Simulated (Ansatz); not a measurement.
Gas-phase electronic energies from Ansatz, PBE0-D4/def2-TZVP geometries. CCSD(T)/CBS is the MP2 limit (def2-TZVPP, def2-QZVPP) plus CCSD(T) − MP2 in def2-TZVPP, frozen cores. This one scheme is used for every species. DFT in def2-TZVPP. HSE06 is defined as in plane-wave codes. For Br outer-core shells are correlated without core-valence functions, which leaves a few kJ/mol of doubt a bond. Scalar relativity is left out up to krypton.

Reaction (ligand exchange at the Si–F bond): `F[Si](Br)(Br)Br` + HBr → `Br[Si](Br)(Br)Br` + H–F

CCSD(T)/CBS gives +46.3 kJ/mol.

Another level gave +45.7 kJ/mol. Which?
A. PBE-QIDH/def2-TZVPP
B. r2SCAN/def2-TZVPP
C. B97M-V/def2-TZVPP
D. HSE06-D4/def2-TZVPP

A. PBE-QIDH 45.7, B97M-V 63.7, r2SCAN 57.1, HSE06-D4 41.6 kJ/mol.

What do rigid-rotor, harmonic-oscillator terms from PBE0-D4/def2-TZVP frequencies (298.15 K, 1 bar) make of the CCSD(T)/CBS value? (Estimate.)

The calculation gave: ΔZPE = +4.2 kJ/mol, ΔH = +52.3 kJ/mol, ΔS = -13 J/(mol·K), ΔG = +56.2 kJ/mol.

Largest T1 diagnostic among the species: 0.008.

At CCSD(T), def2-SVP lies +10.2 kJ/mol from the extrapolated value and def2-TZVPP +7.5 kJ/mol. In def2-TZVPP, CCSD(T) changes the Hartree–Fock value by −19.2 kJ/mol (the triples alone add −3.6 kJ/mol) and MP2 by −30.9 kJ/mol.

CCSD(T)/CBS has its own doubt, a few kJ/mol and more with outer-core shells, so smaller differences from it don't rank the levels.
